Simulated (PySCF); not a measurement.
**CsBr⁺: frontier orbitals**

PBE0 at R = 3.823 Å; basis Cs def2-SVP with ECP46, Br def2-SVP; scalar-relativistic core potentials; PySCF 2.14. State: ²Π (doublet), unpaired electrons π ↑. Only the outer orbitals are listed, counted within each symmetry, core potentials removing the inner ones.

| spin | orbital | occ. | ε (eV) | on Cs (%) | main shells (%) |
| --- | --- | --- | --- | --- | --- |
| α | 7σ | 1 | -34.36 | 100 | 100 Cs s |
| α | 8σ | 1 | -26.02 | 0 | 100 Br s |
| α | 4π | 1 | -19.90 | 100 | 100 Cs p |
| α | 4π | 1 | -19.89 | 100 | 100 Cs p |
| α | 9σ | 1 | -19.86 | 100 | 100 Cs p |
| α | 5π | 1 | -14.32 | 0 | 100 Br p |
| α | 10σ | 1 | -13.09 | 2 | 98 Br p |
| α | 5π | 1 | -12.90 | 1 | 99 Br p |
| α | 11σ | 0 | -4.80 | 100 | 99 Cs s |
| α | 6π | 0 | -2.99 | 99 | 77 Cs d, 22 Cs p |
| α | 12σ | 0 | -2.95 | 100 | 75 Cs p, 24 Cs d |
| β | 7σ | 1 | -34.36 | 100 | 100 Cs s |
| β | 8σ | 1 | -24.64 | 0 | 100 Br s |
| β | 4π | 1 | -19.90 | 100 | 100 Cs p |
| β | 4π | 1 | -19.89 | 100 | 100 Cs p |
| β | 9σ | 1 | -19.86 | 100 | 100 Cs p |
| β | 10σ | 1 | -12.67 | 3 | 97 Br p |
| β | 5π | 1 | -12.47 | 1 | 99 Br p |
| β | 5π | 0 | -9.78 | 2 | 98 Br p |
| β | 11σ | 0 | -4.78 | 100 | 99 Cs s |
| β | 12σ | 0 | -2.92 | 100 | 69 Cs p, 30 Cs d |

**Question.** Which are the highest filled and the lowest empty level, where do they sit, and how wide is the gap?

**Answer.** Highest filled β 5π at -12.47 eV (in %: 99 Br p); lowest empty β 5π at -9.78 eV (in %: 98 Br p); the gap at PBE0 is 2.69 eV. Both belong to one degenerate shell, split only by its one-sided filling, so this is no excitation gap.

```
bond order (Mayer)                                                                                                 : 0.14
⟨S²⟩                                                                                                               : 0.752
charge on Cs (Mulliken, basis-dependent)                                                                           : 0.93
charge on Cs (Löwdin, basis-dependent)                                                                             : 0.80
dipole moment (positive dipole points towards Br; it is taken about the centre of mass and depends on that origin) : -5.74 D
polarisability along the bond                                                                                      : 36.5 bohr³
polarisability across the bond                                                                                     : 26.6 bohr³
```

Spin–orbit coupling is left out. The state was picked by a PBE0 search and need not be the measured ground state.
